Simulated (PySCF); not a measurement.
A structure optimised at PBE0-D3(BJ)/def2-TZVP, used in a PySCF frequency run:

```
Al
H 1 1.5644
Cl 1 2.0831 2 120.65
Br 1 2.2401 2 121.04 3 -180.00
```

Problem. Write its SMILES, formula and point group.

Solution. [Cl][AlH][Br], AlBrClH, Cs

Problem. What are its rotational constants (standard atomic weights)?

Solution. 16.075, 1.4254, 1.3093 GHz
